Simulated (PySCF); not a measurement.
# Dipole moment and polarisability of Ge(GeH3)2Cl2

Ge(GeH3)2Cl2.
Cartesian coordinates in Å at the PBE0-D3(BJ)/def2-SVP level; atoms count from 1:
```
atom  x, y, z in Å
Ge1   -0.4956    0.0267   -0.4943
Ge2   -1.1923   -0.0354    1.8294
H3    -0.6604   -1.3280    2.4698
H4    -2.7259   -0.0173    1.8525
H5    -0.6268    1.1871    2.5701
Ge6    1.8160   -0.0015   -1.2296
H7     2.4802   -1.2959   -0.7329
H8     2.5440    1.2208   -0.6469
H9     1.8175    0.0499   -2.7629
Cl10  -1.4081    1.7936   -1.3818
Cl11  -1.4507   -1.6856   -1.4425
```

Level: wB97X-D/def2-SVPD (PySCF), static field, nuclei fixed, core orbitals frozen in the response. The polarisability tensor in these axes (au):

```
x   133.02   0.02 -12.10
y     0.02 118.73  -0.38
z   -12.10  -0.38 133.47
```

Task: Give the principal values, the mean and the anisotropy Δα = √{½[(α1 − α2)² + (α2 − α3)² + (α1 − α3)²]}.

Result: Principal values 118.70, 121.16 and 145.35 au; mean 128.40 au = 19.03 Å³ = 21.17 × 10⁻⁴⁰ C²·m²/J; Δα = 25.51 au (20 % of the mean).

Task: What is the dipole moment, and where does it point?

Result: (2.13, -0.06, 2.08) D, 2.98 D in size, pointing from the negative to the positive side. Measured along this direction, the outermost atoms are Cl11 and Cl10 at the negative end and H8, H5, H7 and H3 at the positive end.

Task: In a dilute gas of rigid molecules at 500 K, how does the orientational term μ²/3kT compare with the electronic polarisability?

Result: In Gaussian units μ²/3kT = 42.79 Å³ against 19.03 Å³, a ratio of 2.25; the Debye molar polarisation (4π/3)N_A(α + μ²/3kT) is 155.9 cm³/mol, leaving out the vibrational part.

Task: Refractivity n − 1 of an ideal gas of it at 350 K and 1 atm, from the electronic α?

Result: N = p/kT = 2.0968 × 10¹⁹ cm⁻³, so n − 1 = 2π × N × 19.03 × 10⁻²⁴ cm³ = 2507 × 10⁻⁶ at long wavelengths, for an ideal gas.

Task: Directions of the eigenvectors, and the extent of the frame along each?

Result: Largest value along (-0.70, -0.01, 0.71), where the nuclei span 6.48 Å; middle along (0.71, -0.10, 0.70), 3.53 Å; least along (0.07, 0.99, 0.08), 3.47 Å. 

Task: What depolarisation ratio follows for Rayleigh scattering of linearly polarised light, taking the static tensor?

Result: ρ = 3Δα²/(45ᾱ² + 4Δα²) = 1951.9/(741945 + 2602.5) = 0.00262.

Task: Form Σ f/ω² (atomic units) for the 15 lowest TDDFT singlets, given as eV and f, and set it beside the mean polarisability, which is this sum over all singlets: 5.65, 0.0356; 5.91, 0.0002; 6.40, 0.6184; 6.77, 0.0032; 6.90, 0.0895; 7.05, 0.0000; 7.21, 0.0222; 7.26, 0.0010; 7.56, 0.0046; 7.58, 0.0425; 7.62, 0.0877; 7.71, 0.0198; 7.77, 0.1207; 7.91, 0.0378; 7.92, 0.0008.

Result: They add up to 17.70 au, 13.8 % of the 128.40 au; the largest single term is 11.19 au, from the state at 6.40 eV. Terms in order: 0.82, 0.00, 11.19, 0.05, 1.39, 0.00, 0.32, 0.01, 0.06, 0.55, 1.12, 0.25, 1.48, 0.45, 0.01 au. Higher excitations give the rest. The strengths listed sum to 1.084.

Geometry: PBE0-D3(BJ)/def2-SVP; no solvent, vibrations or thermal averaging. The calculation is non-relativistic, for germanium too.
